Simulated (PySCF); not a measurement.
A GIAO shielding run with PySCF 2.14.0 with density-fitted response routines (density fitting, non-relativistic, gas phase) on `CC#C/C=C(\C=O)CC#N`, C8H7NO:

```
$ OMP_NUM_THREADS=1 python probes_run.py task.json out

{"job": {"kind": "nmr", "xc": "PBE0", "basis": "pcSseg-1"}, "charge": 0, "multiplicity": 1}
C      2.268581     1.452262     2.827110
C      1.287654     0.780685     2.014589
C      0.475710     0.223560     1.316961
C     -0.501223    -0.444577     0.570270
C     -0.537901    -0.503256    -0.777861
C      0.470605     0.156926    -1.600997
O      0.474005     0.165119    -2.809361
C     -1.620205    -1.248988    -1.520439
C     -2.911439    -1.058219    -0.913630
N     -3.923770    -0.899107    -0.407082
H      3.010222     0.732748     3.174653
H      2.772109     2.226953     2.249506
H      1.788001     1.906140     3.693427
H     -1.274679    -0.935934     1.151314
H      1.257670     0.668125    -1.016708
H     -1.399403    -2.322491    -1.543005
H     -1.642934    -0.887916    -2.554058
```

Hardware: 1 thread of an Intel Xeon, shared host. The job also computes population analyses, field gradients.

Problem. How large is the calculation?

Solution. 70 electrons, 205 basis functions and 1051 auxiliary functions.

Problem. How long does it take, and how much memory does it need?

Solution. 4.3 min of wall time, with 14 SCF cycles and 6 response iterations; peak memory 0.94 GiB. Times on a shared host scatter by some tens of per cent.
